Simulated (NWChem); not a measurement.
System: CH$_{3}$Cl$_{2}$Sb; SMILES [CH3][Sb]([Cl])[Cl]

Input file for NWChem:

```
start job
memory heap 200 mb stack 900 mb global 1100 mb
geometry units angstroms noautosym nocenter noautoz
  Sb     0.416926    -0.375975     0.000000
  Cl    -1.028459     0.143944     1.816891
  Cl    -1.028459     0.143944    -1.816891
  C      1.344666     1.569542     0.000000
  H      1.967061     1.674166    -0.900746
  H      0.553836     2.331525     0.000000
  H      1.967061     1.674166     0.900746
end
basis spherical
  * library def2-svpd
end
ecp
  Sb library def2-ecp
end
dft
  xc pbe0
  iterations 150
end
property
  response 1 0.0
end
task dft property
```

Coordinates come from a PBE0/def2-SVP optimisation. No frequency run checked for a minimum. def2 effective core potentials on Sb; no spin-orbit coupling.

Static field.

Q: What results follow from this input? (PBE0/def2-SVPD with def2 effective core potentials on Sb.) Quantities: isotropic polarisability (bohr³); anisotropy (bohr³).

A: The isotropic polarisability (bohr³) is 83.8 and the anisotropy (bohr³) is 17.9.
